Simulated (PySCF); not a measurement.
The PySCF input:
```python
from pyscf import gto, scf, dft

mol = gto.Mole()
mol.atom = '''
    Si    0.02863441   -0.01627765    0.49106656
    Cl   -1.24158057   -1.43679456   -0.14881741
    Cl   -0.64009829    1.79232122   -0.07685298
    Cl    1.85144867   -0.33834186   -0.29276296
    H     0.11303141   -0.06425436    1.93843503
'''
mol.basis = 'def2-sv(p)'
mol.verbose = 3
mol.build()

mf = dft.RKS(mol)
mf.xc = 'wb97x'
mf.kernel()
```

**Question.** Estimate the total energy that WB97X/def2-SV(P) in PySCF returns for this input.

**Answer.** -1670.3076 Eh

**Question.** Give the Mulliken (on the basis functions themselves) charges in atom order at the level WB97X/def2-SV(P).

**Answer.** Si1 0.61, Cl2 -0.20, Cl3 -0.20, Cl4 -0.20, H5 0.00

**Question.** Estimate the HOMO-LUMO gap that WB97X/def2-SV(P) returns for this input.

**Answer.** 14.62 eV

**Question.** Give the number of basis functions at the level WB97X/def2-SV(P).

**Answer.** 74

**Question.** Predict the HOMO energy from WB97X/def2-SV(P).

**Answer.** -11.68 eV

**Question.** Estimate the nuclear repulsion energy that WB97X/def2-SV(P) returns for this input.

**Answer.** 342.2102 Eh

**Question.** Roughly what does it cost on one core?

**Answer.** very roughly 11 core-seconds.
